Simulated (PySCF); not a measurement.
Gas-phase reaction: 2 MoO2(OH)2 + 2 NO → 2 MoO3 + N2 + 4 OH, at 2000 K and a standard pressure of 1 bar. Level: ωB97X-V/def2-TZVP†.

Computed with PySCF and rigid-rotor harmonic-oscillator thermochemistry at 1 bar. S°(298 K) at PBE0/def2-TZVP differs from the NASA 1993 table for MoO3 (+7 J/mol/K); whether the harmonic model or the table's entry is off was not settled. † marks an energy on the PBE0/def2-TZVP geometry and frequencies. Open shells (unrestricted): NO (multiplicity 2, electronic degeneracy 4), OH (multiplicity 2, electronic degeneracy 4); the rest are closed-shell singlets. Spin-orbit splitting is ignored; it lowers the true energy and changes the entropy of NO, OH. Mo: scalar-relativistic def2 core potential, no spin-orbit coupling. No R ln 2 is added for the mirror-image form of MoO2(OH)2. The harmonic model lacks anharmonicity and excited electronic states, which grow with temperature; levels with a mode under 35 cm⁻¹ are left out. Strong static correlation: MoO3.

```
species        E (Ha)  H(2000 K) − E (kJ/mol)  S°(2000 K) (J/mol/K)
---------  ----------  ----------------------  --------------------
MoO2(OH)2  -370.45629                   338.6                 577.1
NO         -129.90510                    77.7                 272.1
MoO3       -293.90480                   168.7                 424.4
N2         -109.53989                    79.0                 251.3
OH          -75.73722                    83.9                 241.6
```
E: electronic energy; H − E holds the zero-point and thermal terms. 1 Ha = 2625.5 kJ/mol.

**Question.** Work out ΔH°, ΔS°, ΔG° and log10 K from these numbers.

**Answer.** 1. ΔE = 2×(-293.90480) + 1×(-109.53989) + 4×(-75.73722) − 2×(-370.45629) − 2×(-129.90510) = 0.42441 Ha = 1114.3 kJ.
2. Δ(H − E) = 2×(168.7) + 1×(79.0) + 4×(83.9) − 2×(338.6) − 2×(77.7) = -80.6 kJ, so ΔH° = 1033.7 kJ.
3. ΔS° = 2×(424.4) + 1×(251.3) + 4×(241.6) − 2×(577.1) − 2×(272.1) = 368.1 J/K; the number of gas molecules changes by +3.
4. ΔG° = ΔH° − TΔS° = 1033.7 − 2000×(368.1)/1000 = 297.5 kJ.
5. log10 K = −ΔG°/(RT ln 10) = -7.77, with RT ln 10 = 38.29 kJ/mol; at standard pressures the reactants are favoured.
6. A shift of 10 kJ in ΔE would move log10 K by 0.26 here.
For scale, ΔH°(298 K) is 1081 kJ at this level, 1067 kJ at ωB97M-V/def2-TZVP†, and runs from 763 to 1599 kJ over the 18 levels computed.
